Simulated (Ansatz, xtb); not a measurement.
Noncovalent pair: HCl (SMILES Cl) (first 2 atoms) with AsH3 (SMILES [AsH3]); geometry from B3LYP-D3(BJ)/def2-TZVP, rigid monomers moved along the line of their centres of mass till H2···As3 is 2.65 Å.
(charge 0, multiplicity 1):
```xyz
6

Cl     1.208     0.530     0.657
H      0.728     0.280     1.824
As    -0.251    -0.232     4.229
H     -0.824     0.818     3.282
H     -0.150    -1.267     3.112
H      1.178     0.249     3.990
```

Monomers are frozen at their geometry in the pair; levels with a basis set take the counterpoise correction.

The values were computed with Ansatz (a first-principles code) with Gaussian orbitals; xtb for the GFN methods. Values without a source in brackets are computed.

Problem. Predict the interaction energy from B3LYP/def2-TZVPPD.

Solution. 3 kJ/mol

Problem. Give the interaction energy at the level GFN2-xTB.

Solution. -10 kJ/mol

Problem. Give the interaction energy at the level r2SCAN/def2-TZVPPD.

Solution. -4 kJ/mol
